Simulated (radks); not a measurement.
Question: These are the eigenvalues of the occupied orbitals of an atom or ion with whole-number occupations (hartree). Method: Dirac Kohn-Sham, PBE, spin-unpolarised, spherical densities, point nucleus; computed with a radial shooting solver on a logarithmic mesh with Libxc functionals.

orbital  eigenvalue
1s1/2     -3056.772
2s1/2     -545.2599
2p1/2     -523.2437
2p3/2     -451.6519
3s1/2     -133.0058
3p1/2     -123.1142
3p3/2     -107.2525
3d3/2     -90.92466
3d5/2     -87.52616
4s1/2     -32.93230
4p1/2     -28.69349
4p3/2     -24.86002
4d3/2     -17.94375
4d5/2     -17.22837
5s1/2      -8.91059
4f5/2      -8.32036
4f7/2      -8.16484
5p1/2      -7.46674
5p3/2      -6.72616
5d3/2      -4.62728
5d5/2      -4.52176

Which element is it, and in what charge state? The configuration may be excited. Open shells, if any, are shared by 2j + 1.

Answer: Z = 80, mercury, charge +8: Hg8+ in [Xe] 4f14 5d4. The list shows which subshells hold electrons but not how many an open one holds; the 1s level, -3056.8 hartree, gives Z - s = 78.2 by -(Z - s)^2/2, which with screening and relativity narrows Z to a few neighbours, and the depths of the outer levels then fix element, charge and occupations together.
